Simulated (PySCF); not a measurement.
Molfile (atoms numbered from 1):
```
C4H10GeSi
     RDKit          3D

 16 15  0  0  0  0  0  0  0  0999 V2000
    2.4219    0.7081    1.8667 C   0  0  0  0  0  0  0  0  0  0  0  0
    2.1490    0.0334    0.8904 C   0  0  0  0  0  0  0  0  0  0  0  0
    1.6445   -0.9334   -0.5890 Si  0  0  0  0  0  4  0  0  0  0  0  0
   -0.2615    0.1580   -1.5246 Ge  0  0  0  0  0  4  0  0  0  0  0  0
   -1.3970    0.7924   -0.0509 C   0  0  0  0  0  0  0  0  0  0  0  0
   -1.7623   -0.3030    0.9419 C   0  0  0  0  0  0  0  0  0  0  0  0
    2.6750    1.2975    2.7301 H   0  0  0  0  0  0  0  0  0  0  0  0
    1.3056   -2.3222   -0.1521 H   0  0  0  0  0  0  0  0  0  0  0  0
    2.7917   -1.0025   -1.5430 H   0  0  0  0  0  0  0  0  0  0  0  0
    0.1883    1.3398   -2.4087 H   0  0  0  0  0  0  0  0  0  0  0  0
   -1.0438   -0.8360   -2.4120 H   0  0  0  0  0  0  0  0  0  0  0  0
   -2.2977    1.2468   -0.4948 H   0  0  0  0  0  0  0  0  0  0  0  0
   -0.8451    1.6044    0.4495 H   0  0  0  0  0  0  0  0  0  0  0  0
   -2.3078   -1.1293    0.4590 H   0  0  0  0  0  0  0  0  0  0  0  0
   -2.4016    0.0828    1.7521 H   0  0  0  0  0  0  0  0  0  0  0  0
   -0.8646   -0.7324    1.4156 H   0  0  0  0  0  0  0  0  0  0  0  0
  1  2  3  0
  2  3  1  0
  3  4  1  0
  4  5  1  0
  5  6  1  0
  1  7  1  0
  3  8  1  0
  3  9  1  0
  4 10  1  0
  4 11  1  0
  5 12  1  0
  5 13  1  0
  6 14  1  0
  6 15  1  0
  6 16  1  0
M  END
```

Geometry: PBE0-D3(BJ)/def2-SVP; GIAO shifts from PySCF 2.14, gas phase, non-relativistic, averaged over equivalent atoms.

At PBE0/pcSseg-1 (183 basis functions, 27 s wall time on 1 thread of an Arm Neoverse V2, shared host):
| atoms | δ (ppm) |
| --- | --- |
| C1 | 107.5 |
| C2 | 82.4 |
| C6 | 12.9 |
| C5 | 5.0 |
| Si3 | -91.7 |
| Ge4 | -227.4 |
| H8/H9 | 4.33 |
| H10/H11 | 3.80 |
| H7 | 2.43 |
| H14/H15/H16 | 1.19 |
| H12/H13 | 1.06 |

References, each an isolated molecule treated in the same way: $^{13}$C (σref 184.41), $^{29}$Si (σref 351.99), $^{1}$H (σref 31.27) against TMS; $^{73}$Ge (σref 1330.28) against GeMe4.

**Question.** Estimate the result of repeating the calculation with B3LYP/pcSseg-1.

**Answer.** 
| atoms | δ at B3LYP/pcSseg-1 | change |
| --- | --- | --- |
| C1 | 104.6 | -2.9 |
| C2 | 81.5 | -0.9 |
| C6 | 13.6 | +0.7 |
| C5 | 6.8 | +1.8 |
| Si3 | -90.8 | +0.9 |
| Ge4 | -227.9 | -0.5 |
| H8/H9 | 4.25 | -0.08 |
| H10/H11 | 3.75 | -0.05 |
| H7 | 2.34 | -0.09 |
| H14/H15/H16 | 1.23 | +0.04 |
| H12/H13 | 1.12 | +0.06 |

Chemical shifts δ = σref − σ; $^{13}$C (σref 179.24) and $^{29}$Si (σref 337.86) and $^{1}$H (σref 31.38) against TMS; $^{73}$Ge (σref 1291.94) vs GeMe4, all at this level.

The largest change is at C1 (terminal alkyne carbon). Cost: 183 basis functions, 21 s wall time on 1 thread of an Arm Neoverse V2, shared host. The order of the carbon signals is the same at both levels.

Relativistic effects, spin–orbit coupling among them, are left out; they matter for Ge and for the light atoms bonded to it.
